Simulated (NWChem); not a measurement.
System: Si2H5O cation

NWChem printed, in part:

```
             Northwest Computational Chemistry Package (NWChem) 7.3.0
             --------------------------------------------------------

                             Geometry "geometry" -> ""
                             -------------------------

 Output coordinates in angstroms (scale by  1.889725989 to convert to a.u.)

  No.       Tag          Charge          X              Y              Z
 ---- ---------------- ---------- -------------- -------------- --------------
    1 Si                  14.0000     0.00350100     1.69194800    -0.00053300
    2 O                    8.0000     0.02855500     0.12832100    -0.00518500
    3 Si                  14.0000    -0.00001300    -1.62448000    -0.00011000
    4 H                    1.0000    -1.30100700     2.38105500     0.00718000
    5 H                    1.0000     1.28773000     2.41759400    -0.00473500
    6 H                    1.0000     1.07395000    -2.00484100     0.94495500
    7 H                    1.0000    -1.36252200    -1.98208900     0.45492900
    8 H                    1.0000     0.27949100    -1.97827500    -1.41051400

 Effective nuclear repulsion energy (a.u.)     146.8837511393

                                 NWChem DFT Module
                                 -----------------

 Summary of "ao basis" -> "ao basis" (spherical)
 ------------------------------------------------------------------------------
       Tag                 Description            Shells   Functions and Types
 ---------------- ------------------------------  ------  ---------------------
 Si                         def2-svp                 8       18   4s3p1d
 O                          def2-svp                 6       14   3s2p1d
 H                          def2-svp                 3        5   2s1p

 in cosmo_initialize ...
 calling solv_data for solv:dmf

 solvent parameters
 solvname_short: dmf
 solvname_long:  N,N-dimethylformamide
 dielec:       37.2190
 dielecinf:     2.0463
 nonaqueous SMD model solvent descriptors
 dielec:       37.2190
 sola:          0.0000
 solb:          0.7400
 solc:          0.0000
 solg:         49.5600
 solh:          0.0000
 soln:          1.4305

          ---------------
          -cosmo- solvent
          ---------------
 Cosmo: York-Karplus, doi: 10.1021/jp992097l
 dielectric constant -eps-     =  37.22
 screen = (eps-1)/(eps    )    =   0.97313
 surface charge correction     = lagrangian

   van der Waals surface
 --------------------------

[...]

                                COSMO-SMD solvation results
                                ---------------------------

             internal energy in gas <Psi(g)|H|Psi(g)> =      -656.653163636454
         internal energy in solvent <Psi(s)|H|Psi(s)> =      -656.652226655648
                               delta internal energy  =         0.000936980806 (    0.59 kcal/mol)
   total free energy in solvent <Psi(s)|H+V/2|Psi(s)> =      -656.741770414612
 polarization energy contribution <Psi(s)|V/2|Psi(s)> =        -0.089543758964 (  -56.19 kcal/mol)
    total free energy in solvent including G(SMD-CDS) =      -656.741532933847
                       G(SMD-CDS) energy contribution =         0.000237480765 (    0.15 kcal/mol)
     1 M fixed-concentration free energy of solvation =        -0.088369297393 (  -55.45 kcal/mol)

                       DFT Final Molecular Orbital Analysis
                       ------------------------------------

 Vector   18  Occ=2.000000D+00  E=-4.637681D-01
              MO Center= -5.3D-02,  9.3D-01,  8.7D-02, r^2= 4.9D+00
   Bfn.  Coefficient  Atom+Function         Bfn.  Coefficient  Atom+Function
  ----- ------------  ---------------      ----- ------------  ---------------
    51     -0.272758  4 H  s                 56      0.273057  5 H  s
     8      0.258180  1 Si px                22     -0.235447  2 O  px
    25     -0.181836  2 O  px                40     -0.171735  3 Si px
    66      0.164266  7 H  s                 43     -0.143204  3 Si px
    61     -0.132563  6 H  s                  5     -0.130999  1 Si px

 Vector   19  Occ=2.000000D+00  E=-4.223904D-01
              MO Center=  2.5D-01, -1.6D+00, -3.7D-01, r^2= 2.6D+00
   Bfn.  Coefficient  Atom+Function         Bfn.  Coefficient  Atom+Function
  ----- ------------  ---------------      ----- ------------  ---------------
    71      0.356989  8 H  s                 42     -0.298135  3 Si pz
    61     -0.241257  6 H  s                 24      0.217574  2 O  pz
    72      0.191580  8 H  s                 27      0.176186  2 O  pz
    45     -0.172751  3 Si pz                39      0.159178  3 Si pz
    62     -0.130107  6 H  s                 66     -0.112923  7 H  s

 Vector   20  Occ=2.000000D+00  E=-4.147637D-01
              MO Center= -2.1D-01, -1.1D+00,  2.9D-01, r^2= 3.9D+00
   Bfn.  Coefficient  Atom+Function         Bfn.  Coefficient  Atom+Function
  ----- ------------  ---------------      ----- ------------  ---------------
    66      0.313784  7 H  s                 22      0.306928  2 O  px
    40     -0.258871  3 Si px                61     -0.246124  6 H  s
    25      0.241180  2 O  px                67      0.181710  7 H  s
    62     -0.142644  6 H  s                 37      0.137032  3 Si px
    43     -0.132601  3 Si px                51      0.122209  4 H  s

 Vector   21  Occ=0.000000D+00  E=-9.049884D-02
              MO Center=  7.1D-03,  1.7D+00, -7.9D-03, r^2= 2.6D+00
   Bfn.  Coefficient  Atom+Function         Bfn.  Coefficient  Atom+Function
  ----- ------------  ---------------      ----- ------------  ---------------
    13      0.684440  1 Si pz                10      0.443353  1 Si pz
    27     -0.241961  2 O  pz                24     -0.222496  2 O  pz
     7     -0.218930  1 Si pz                45     -0.135115  3 Si pz
    72     -0.122286  8 H  s                 62      0.083993  6 H  s
    15      0.063574  1 Si d -1              47     -0.043576  3 Si d -1

[...]
```

Level: M06-2X/def2-SVP, SMD on the gas-phase geometry. The geometry was optimised at PBE0/def2-SVP. Solvent: N,N-dimethylformamide.

### Question
Which NWChem input produces such a log?

### Answer
One answer among several that fit: the input that was run:
```
start job
memory heap 200 mb stack 900 mb global 1100 mb
charge 1
geometry units angstroms noautosym nocenter noautoz
  Si     0.003501     1.691948    -0.000533
  O      0.028555     0.128321    -0.005185
  Si    -0.000013    -1.624480    -0.000110
  H     -1.301007     2.381055     0.007180
  H      1.287730     2.417594    -0.004735
  H      1.073950    -2.004841     0.944955
  H     -1.362522    -1.982089     0.454929
  H      0.279491    -1.978275    -1.410514
end
basis spherical
  * library def2-svp
end
dft
  xc m06-2x
  iterations 150
end
cosmo
  do_cosmo_smd true
  solvent dmf
end
task dft energy
```
